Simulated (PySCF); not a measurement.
C₁₁H₉N, SMILES c1cc(ncc1)-c1ccccc1, singlet, GFN2-xTB optimised geometry.

```
21

C     -1.68    -3.14     0.00
C     -2.37    -1.93     0.00
C     -1.67    -0.74     0.00
C     -0.27    -0.73     0.00
C      0.42     0.57     0.00
C      1.81     0.70     0.00
C      2.37     1.96     0.00
C      1.54     3.07     0.00
C      0.17     2.85     0.00
N     -0.37     1.65     0.00
C      0.40    -1.95     0.00
C     -0.30    -3.14     0.00
H     -2.23    -4.07     0.00
H     -3.45    -1.93     0.00
H     -2.19     0.20     0.00
H      2.45    -0.17     0.00
H      3.45     2.08     0.00
H      1.94     4.08     0.00
H     -0.53     3.67     0.00
H      1.48    -1.98     0.00
H      0.24    -4.08     0.00
```

Density from B3LYP/def2-SVP (PySCF) at that geometry.

Minimum of the electron density along straight lines between bonded atoms, close to the bond critical point (lines longer than 1.1 times the sum of covalent radii, or with two minima, are not listed):

| bond | length / Å | ρ at the minimum / e bohr⁻³ | ∇²ρ there / e bohr⁻⁵ | position (fraction from the first atom) |
|---|---|---|---|---|
| C1–C2 | 1.386 | 0.314 | -0.82 | 0.50 |
| C2–C3 | 1.380 | 0.317 | -0.83 | 0.50 |
| C3–C4 | 1.396 | 0.308 | -0.78 | 0.50 |
| C4–C5 | 1.471 | 0.274 | -0.68 | 0.49 |
| C5–C6 | 1.398 | 0.309 | -0.79 | 0.50 |
| C6–C7 | 1.383 | 0.315 | -0.82 | 0.50 |
| C7–C8 | 1.386 | 0.314 | -0.81 | 0.50 |
| C8–C9 | 1.387 | 0.315 | -0.82 | 0.50 |
| C5–N10 | 1.334 | 0.346 | -1.08 | 0.36 |
| C9–N10 | 1.316 | 0.355 | -0.99 | 0.35 |
| C4–C11 | 1.394 | 0.309 | -0.78 | 0.50 |
| C1–C12 | 1.384 | 0.315 | -0.82 | 0.50 |
| C11–C12 | 1.383 | 0.315 | -0.82 | 0.50 |
| C1–H13 | 1.080 | 0.284 | -1.08 | 0.63 |
| C2–H14 | 1.080 | 0.284 | -1.08 | 0.63 |
| C3–H15 | 1.078 | 0.289 | -1.14 | 0.65 |
| C6–H16 | 1.078 | 0.286 | -1.09 | 0.63 |
| C7–H17 | 1.081 | 0.285 | -1.09 | 0.63 |
| C8–H18 | 1.079 | 0.284 | -1.09 | 0.63 |
| C9–H19 | 1.083 | 0.287 | -1.12 | 0.64 |
| C11–H20 | 1.079 | 0.285 | -1.08 | 0.63 |
| C12–H21 | 1.081 | 0.284 | -1.07 | 0.63 |
